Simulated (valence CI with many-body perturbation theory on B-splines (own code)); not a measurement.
# Level structure of Ga XVII

Level of theory: valence CI with perturbative core correlation (CI+MBPT): five valence electrons over a frozen Dirac-Fock core [Ne], a basis of 11 s, 11 p, 10 d, 8 f, 5 g, 2 h functions for each j, with the one-electron correlation potential Σ1, the two-electron term Σ2, the three-electron term Σ3, Breit, model QED; selected CI, second order for the rest, scaled by the run's own slope (own B-spline code, finite nucleus).

No measured levels were compared; by estimate levels of excited configurations hold to 0.05 to 0.15 % of their energy, terms of the ground configuration to about 0.5 %. Among the levels kept, up to 3300 cm⁻¹ of a level comes from second order outside the variational space, and about a tenth of that is noise between levels of different J, which matters for small intervals.

Levels 46 to 90 of 172, with energies above the lowest level, 3s2.3p3 4S°_3/2. "Leading %" is the weight of the configuration and term that name the level; weights of strongly mixed levels are sums over their largest components and can fall short. In the jj column 3d3/2^4 stands for four electrons in 3d with j = 3/2. Lifetimes count E1, E2, E3, M1 and M2 decay at the calculated energies, and are blank where another channel may lead or the interval is too uncertain; long ones can be off by a factor of two.

```csv
No.,Configuration,Term,J,E (cm⁻¹),Leading %,Lifetime,Second component,Leading jj
46,3s.3p3.3d,6D°,9/2,878370,96,13.6 ns,,3s 3p1/2 3p3/2^2 3d5/2 (52 %)
47,3p5,2P°,3/2,885050,58,73.9 ps,33 % 3s.3p3.3d 2P°,3p1/2^2 3p3/2^3 (58 %)
48,3p5,2P°,1/2,922210,55,78.2 ps,36 % 3s.3p3.3d 2P°,3p1/2 3p3/2^4 (55 %)
49,3s.3p3.3d,4D°,5/2,941110,68,586 ps,18 % 3s.3p3.3d 4F°,3s 3p1/2^2 3p3/2 3d5/2 (31 %)
50,3s.3p3.3d,4D°,3/2,942310,51,468 ps,35 % 3s.3p3.3d 4F°,3s 3p1/2^2 3p3/2 3d3/2 (26 %)
51,3s.3p3.3d,4D°,7/2,946640,82,1.14 ns,5 % 3s.3p3.3d 4F°,3s 3p1/2 3p3/2^2 3d5/2 (65 %)
52,3s.3p3.3d,4D°,1/2,951950,92,830 ps,,3s 3p1/2 3p3/2^2 3d5/2 (44 %)
53,3s.3p3.3d,4F°,3/2,956450,53,456 ps,38 % 3s.3p3.3d 4D°,3s 3p1/2 3p3/2^2 3d3/2 (57 %)
54,3s.3p3.3d,4F°,5/2,960880,68,410 ps,21 % 3s.3p3.3d 4D°,3s 3p1/2 3p3/2^2 3d3/2 (63 %)
55,3s.3p3.3d,4F°,7/2,967200,76,416 ps,8 % 3s2.3p.3d2 4F°,3s 3p1/2 3p3/2^2 3d3/2 (48 %)
56,3s.3p3.3d,4F°,9/2,976780,84,440 ps,8 % 3s2.3p.3d2 4F°,3s 3p1/2 3p3/2^2 3d5/2 (61 %)
57,3s.3p3.3d,2S°,1/2,1000200,76,209 ps,12 % 3s2.3p.3d2 2S°,3s 3p1/2 3p3/2^2 3d5/2 (37 %)
58,3s.3p3.3d,4G°,5/2,1004100,85,131 ps,6 % 3s2.3p.3d2 4G°,3s 3p1/2^2 3p3/2 3d3/2 (34 %)
59,3s.3p3.3d,4G°,7/2,1007400,82,137 ps,9 % 3s.3p3.3d 4F°,3s 3p1/2 3p3/2^2 3d3/2 (35 %)
60,3s.3p3.3d,4G°,9/2,1012100,82,150 ps,12 % 3s.3p3.3d 4F°,3s 3p1/2 3p3/2^2 3d5/2 (48 %)
61,3s.3p3.3d,4G°,11/2,1018400,94,167 ps,5 % 3s2.3p.3d2 4G°,3s 3p1/2 3p3/2^2 3d5/2 (94 %)
62,3s.3p3.3d,4D°,1/2,1039400,88,72.7 ps,7 % 3s2.3p.3d2 4D°,3s 3p1/2^2 3p3/2 3d3/2 (37 %)
63,3s.3p3.3d,2G°,7/2,1042100,78,231 ps,10 % 3s2.3p.3d2 2G°,3s 3p1/2^2 3p3/2 3d5/2 (34 %)
64,3s.3p3.3d,2G°,9/2,1044000,78,222 ps,9 % 3s.3p3.3d 4F°,3s 3p1/2 3p3/2^2 3d3/2 (55 %)
65,3s.3p3.3d,4D°,3/2,1044300,54,53.2 ps,18 % 3s.3p3.3d 4P°,3s 3p1/2^2 3p3/2 3d3/2 (44 %)
66,3s.3p3.3d,2D°,5/2,1047100,28,35.3 ps,27 % 3s.3p3.3d 4P°,3s 3p1/2^2 3p3/2 3d3/2 (35 %)
67,3s.3p3.3d,4P°,3/2,1053600,50,50.9 ps,25 % 3s.3p3.3d 4D°,3s 3p1/2^2 3p3/2 3d5/2 (38 %)
68,3s.3p3.3d,4P°,1/2,1054900,79,129 ps,8 % 3s2.3p.3d2 4P°,3s 3p1/2 3p3/2^2 3d5/2 (26 %)
69,3s.3p3.3d,4P°,5/2,1064100,56,16.1 ps,22 % 3s.3p3.3d 2D°,3s 3p1/2^2 3p3/2 3d5/2 (33 %)
70,3s.3p3.3d,2D°,3/2,1066700,48,54.4 ps,9 % 3s2.3p.3d2 2D°,3s 3p1/2 3p3/2^2 3d3/2 (32 %)
71,3s.3p3.3d,4D°,5/2,1069900,60,68.9 ps,13 % 3s.3p3.3d 2D°,3s 3p1/2 3p3/2^2 3d5/2 (68 %)
72,3s.3p3.3d,4F°,7/2,1075700,72,65.5 ps,11 % 3s.3p3.3d 4D°,3s 3p1/2 3p3/2^2 3d5/2 (41 %)
73,3s.3p3.3d,4D°,7/2,1078000,75,33.9 ps,6 % 3s.3p3.3d 2F°,3s 3p1/2 3p3/2^2 3d5/2 (38 %)
74,3s.3p3.3d,4F°,5/2,1078700,80,48.6 ps,5 % 3s.3p3.3d 2F°,3s 3p1/2 3p3/2^2 3d3/2 (47 %)
75,3s.3p3.3d,4F°,9/2,1079100,73,78.9 ps,10 % 3s.3p3.3d 2G°,3s 3p3/2^3 3d5/2 (41 %)
76,3s.3p3.3d,4F°,3/2,1081700,84,46.7 ps,4 % 3s.3p3.3d 2D°,3s 3p1/2 3p3/2^2 3d3/2 (62 %)
77,3s.3p3.3d,4P°,3/2,1086200,63,11.7 ps,20 % 3s.3p3.3d 4S°,3s 3p1/2 3p3/2^2 3d3/2 (71 %)
78,3s.3p3.3d,4P°,5/2,1090500,52,22.8 ps,25 % 3s.3p3.3d 2F°,3s 3p1/2 3p3/2^2 3d5/2 (51 %)
79,3s.3p3.3d,2F°,7/2,1092400,61,71.0 ps,14 % 3s2.3p.3d2 2F°,3s 3p1/2 3p3/2^2 3d5/2 (51 %)
80,3s.3p3.3d,4S°,3/2,1093100,43,10.6 ps,36 % 3s.3p3.3d 4P°,3s 3p1/2 3p3/2^2 3d5/2 (48 %)
81,3s.3p3.3d,4P°,1/2,1097300,85,8.10 ps,6 % 3s.3p3.3d 2P°,3s 3p1/2 3p3/2^2 3d3/2 (31 %)
82,3s.3p3.3d,2F°,5/2,1098900,29,32.4 ps,22 % 3s.3p3.3d 4P°,3s 3p1/2 3p3/2^2 3d3/2 (33 %)
83,3s.3p3.3d,2D°,5/2,1109300,32,15.4 ps,26 % 3s.3p3.3d 4D°,3s 3p1/2 3p3/2^2 3d5/2 (25 %)
84,3s.3p3.3d,4D°,7/2,1112300,69,10.8 ps,9 % 3s.3p3.3d 2F°,3s 3p1/2^2 3p3/2 3d5/2 (24 %)
85,3s.3p3.3d,4D°,1/2,1113100,48,10.8 ps,17 % 3s.3p3.3d 2P°,3s 3p1/2^2 3p3/2 3d3/2 (26 %)
86,3s.3p3.3d,2D°,3/2,1115700,57,17.0 ps,16 % 3s.3p3.3d 4D°,3s 3p1/2 3p3/2^2 3d5/2 (26 %)
87,3s.3p3.3d,4D°,3/2,1119700,55,12.3 ps,14 % 3s.3p3.3d 2D°,3s 3p1/2 3p3/2^2 3d5/2 (37 %)
88,3s.3p3.3d,4D°,5/2,1122400,35,14.8 ps,26 % 3s.3p3.3d 2D°,3s 3p1/2 3p3/2^2 3d5/2 (44 %)
89,3s.3p3.3d,2P°,3/2,1130600,61,8.94 ps,15 % 3p5 2P°,3s 3p1/2 3p3/2^2 3d5/2 (37 %)
90,3s.3p3.3d,2P°,1/2,1132200,35,8.86 ps,28 % 3s.3p3.3d 4D°,3s 3p1/2 3p3/2^2 3d3/2 (33 %)
```

Names give the largest LS component (configuration and term), which can be under half, so a name can repeat, a term be missing and a line seem to break the LS rules; names also repeat where a configuration has a term twice.

Where two levels of one J and parity lie close, their mixing, g and order are uncertain.
